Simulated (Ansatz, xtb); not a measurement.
C4H6Cl2S: 4 structures ranked

4 gas-phase structures of C4H6Cl2S, from a drawn sample of its isomers (lower ones may exist). Each was relaxed with GFN2-xTB; where two conformers were screened, the lower at r2SCAN-D4/def2-SVP is listed:

A. `CC(=S)CC(Cl)Cl`, a singlet
B. `CCC(=S)C(Cl)Cl`, a singlet
C. `CS/C=C/C(Cl)Cl`, a singlet
D. `S=C(CCl)CCCl`, a singlet

Estimate their order in r2SCAN-D4/def2-SVP energy at these geometries, lowest first.

Calculated order at r2SCAN-D4/def2-SVP: A (0.0), D (0.9), B (2.5), C (9.6) kcal/mol. Less than 1 kcal/mol parts A and D, so the order within that pair means little.

Energies above the lowest of each column, in kcal/mol; the last columns are at B3LYP-D3(BJ)/def2-SVP geometries:

| structure | GFN2-xTB | HF/STO-3G | r2SCAN-D4/def2-SVP | B3LYP-D3(BJ)/def2-SVP | CCSD(T)/def2-SVP + ΔMP2/def2-TZVPP |
| --- | --- | --- | --- | --- | --- |
| A | 0.0 | 5.7 | 0.0 | 0.0 | 0.0 |
| D | 2.4 | 1.2 | 0.9 | 0.2 | 0.2 |
| B | 2.2 | 5.7 | 2.5 | 2.2 | 2.5 |
| C | 9.6 | 0.0 | 9.6 | 9.3 | 7.9 |

CCSD(T)/def2-SVP + ΔMP2/def2-TZVPP puts A lowest, with D within 1 kcal/mol; HF/STO-3G picks C. Flexible structures stand in one conformer each, not always the lowest. The ΔMP2 step shifts differences by up to 5.8 kcal/mol, which makes them less sure. ΔMP2 is the change of the MP2 energy from the smaller to the larger basis.

Over these structures GFN2-xTB departs from r2SCAN-D4/def2-SVP by 0.6 kcal/mol on average once a common shift is removed. A GFN2-xTB relaxation took about 0.12 s and the r2SCAN-D4/def2-SVP energy about 2.2 s on a shared host (Ansatz 0.2.0, xtb 6.7.1).
